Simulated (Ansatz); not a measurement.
Cost and result for the atomization energy of C4H6F4 (`CC(F)(CF)C(F)F`) (14 atoms, 13 bonds).

| atom | x (Å) | y (Å) | z (Å) |
| --- | --- | --- | --- |
| C1 | -1.059 | 0.464 | 0.898 |
| C2 | -0.097 | -0.354 | 0.070 |
| F3 | -0.306 | -1.701 | 0.333 |
| C4 | -0.321 | -0.127 | -1.408 |
| F5 | 0.622 | -0.795 | -2.157 |
| C6 | 1.360 | -0.092 | 0.442 |
| F7 | 1.536 | -0.236 | 1.774 |
| F8 | 1.678 | 1.188 | 0.122 |
| H9 | -0.961 | 0.191 | 1.948 |
| H10 | -0.848 | 1.529 | 0.792 |
| H11 | -2.084 | 0.270 | 0.579 |
| H12 | -0.255 | 0.939 | -1.640 |
| H13 | -1.309 | -0.507 | -1.679 |
| H14 | 2.044 | -0.768 | -0.076 |

Total charge 0; spin multiplicity 1. All single points use the PBE0-D4/def2-TZVP geometry. It is one conformer, not always the lowest. Program: Ansatz. All runs use 2 threads of an AMD EPYC 7R13 on a shared host and a share of an NVIDIA H100 80 GB. Times are those of one run each, without the atoms' runs, and a repeat can differ threefold. Electronic energies, without spin–orbit coupling; frozen cores. CCSD(T)/CBS adds CCSD(T) − MP2 in def2-TZVPP to the MP2 limit, and its time is that of the two runs behind it. T1 = 0.011. B3LYP takes the VWN-RPA correlation (the form of Gaussian; ORCA's B3LYP/G).

CCSD(T)/CBS is a level of theory with its own doubt, some kJ/mol a heavy atom from the limit and from the frozen cores, so smaller differences don't rank the functionals.

```csv
level,functions,wall time
PBE0-D4/def2-TZVPP,332,7.5 s
r2SCAN-D4/def2-TZVPP (with forces),332,9 s
B3LYP-D4/def2-TZVPP (with forces),332,9 s
BHLYP-D4/def2-TZVPP,332,9 s
BLYP-D4/def2-TZVPP,332,9.5 s
r2SCANh-D4/def2-TZVPP,332,10 s
CCSD(T)/def2-SVP,142,10 s
B97M-V/def2-TZVPP,332,11 s
LDA (SPW92)/def2-TZVPP,332,11 s
B2PLYP/def2-TZVPP,332,12 s
MP2/def2-QZVPP,636,14 s
CCSD(T)/def2-TZVPP,332,28 s
CCSD(T)/CBS(def2),–,42 s
```

**Question.** What atomization energy does each give, and how far from CCSD(T)/CBS? (Estimate.)

**Answer.** The calculation gave: 
```json
{"level": "PBE0-D4/def2-TZVPP", "atomization (kJ/mol)": "5662.8", "difference from CCSD(T)/CBS": "37.4", "per bond": "2.9"}
{"level": "r2SCAN-D4/def2-TZVPP (with forces)", "atomization (kJ/mol)": "5654.0", "difference from CCSD(T)/CBS": "28.6", "per bond": "2.2"}
{"level": "B3LYP-D4/def2-TZVPP (with forces)", "atomization (kJ/mol)": "5605.9", "difference from CCSD(T)/CBS": "-19.5", "per bond": "-1.5"}
{"level": "BHLYP-D4/def2-TZVPP", "atomization (kJ/mol)": "5394.6", "difference from CCSD(T)/CBS": "-230.8", "per bond": "-17.7"}
{"level": "BLYP-D4/def2-TZVPP", "atomization (kJ/mol)": "5625.6", "difference from CCSD(T)/CBS": "0.2", "per bond": "0.0"}
{"level": "r2SCANh-D4/def2-TZVPP", "atomization (kJ/mol)": "5604.9", "difference from CCSD(T)/CBS": "-20.5", "per bond": "-1.6"}
{"level": "CCSD(T)/def2-SVP", "atomization (kJ/mol)": "5389.4", "difference from CCSD(T)/CBS": "-236.0", "per bond": "-18.2"}
{"level": "B97M-V/def2-TZVPP", "atomization (kJ/mol)": "5626.1", "difference from CCSD(T)/CBS": "0.7", "per bond": "0.1"}
{"level": "LDA (SPW92)/def2-TZVPP", "atomization (kJ/mol)": "6624.6", "difference from CCSD(T)/CBS": "999.2", "per bond": "76.9"}
{"level": "B2PLYP/def2-TZVPP", "atomization (kJ/mol)": "5563.3", "difference from CCSD(T)/CBS": "-62.1", "per bond": "-4.8"}
{"level": "MP2/def2-QZVPP", "atomization (kJ/mol)": "5722.6", "difference from CCSD(T)/CBS": "97.2", "per bond": "7.5"}
{"level": "CCSD(T)/def2-TZVPP", "atomization (kJ/mol)": "5486.9", "difference from CCSD(T)/CBS": "-138.5", "per bond": "-10.7"}
{"level": "CCSD(T)/CBS(def2)", "atomization (kJ/mol)": "5625.4", "difference from CCSD(T)/CBS": "0.0", "per bond": "0.0"}
```

Leaving LDA and LC-ωPBE aside and taking each functional with its dispersion term where it has one, the values, not all of them listed here, spread over 416.1 kJ/mol, from BHLYP-D4 to PBE-D4. LDA lies +841.5 kJ/mol from PBE without D4, its usual overbinding. The D4 term adds +43.7 kJ/mol with B3LYP and +23.1 kJ/mol with PBE0; it sums over pairs of atoms, weighted by their polarisabilities, and B3LYP, whose exchange is more repulsive, gets the larger term. At CCSD(T), def2-SVP lies −236.0 kJ/mol from the extrapolated value and def2-TZVPP −138.5 kJ/mol: correlation converges slowly with the basis, and small sets miss more of it in the bonded molecule than in its fragments.
